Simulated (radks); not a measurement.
Species: neutral phosphorus. Configuration: [Ne] 3s2 3p1 4f2 (not the ground configuration). All-electron calculation, Dirac Kohn-Sham, PBE, spin-unpolarised, spherical densities, point nucleus; open shells are shared between the two j in proportion to 2j + 1. Program: a radial shooting solver on a logarithmic mesh with Libxc functionals. Some entries of the table are withheld. Estimate them.

| orbital | occ. | eigenvalue (hartree) | <r^2> (bohr^2) | r(max) (bohr) |
|---|---|---|---|---|
| 1s1/2 | 2 | -77.26164 | 0.01445 | 0.06764 |
| 2s1/2 | 2 | -7.04470 | 0.3211 | 0.4186 |
| 2p1/2 | 2 | (1) | (2) | 0.3527 |
| 2p3/2 | 4 | (3) | (4) | 0.3544 |
| 3s1/2 | 2 | -1.03396 | (5) | 1.514 |
| 3p1/2 | 0.333333 | (6) | 4.530 | 1.673 |
| 3p3/2 | 0.666667 | (7) | 4.554 | 1.678 |
| 3d3/2 | 0 | -0.23265 | 9.433 | 2.149 |
| 3d5/2 | 0 | -0.23255 | 9.439 | 2.150 |
| 4s1/2 | 0 | -0.21061 | 24.58 | (8) |
| 4p1/2 | 0 | -0.13667 | 37.48 | 5.140 |
| 4p3/2 | 0 | -0.13625 | 37.65 | 5.153 |
| 4f5/2 | 0.857143 | -0.02286 | 127.4 | (9) |
| 4f7/2 | 1.14286 | -0.02286 | 127.4 | (10) |

Answer. 
(1) 2p1/2 eigenvalue (hartree): -5.25047
(2) 2p1/2 <r^2> (bohr^2): 0.2924
(3) 2p3/2 eigenvalue (hartree): -5.21665
(4) 2p3/2 <r^2> (bohr^2): 0.2950
(5) 3s1/2 <r^2> (bohr^2): 3.492
(6) 3p1/2 eigenvalue (hartree): -0.68062
(7) 3p3/2 eigenvalue (hartree): -0.67772
(8) 4s1/2 r(max) (bohr): 4.095
(9) 4f5/2 r(max) (bohr): 9.538
(10) 4f7/2 r(max) (bohr): 9.538
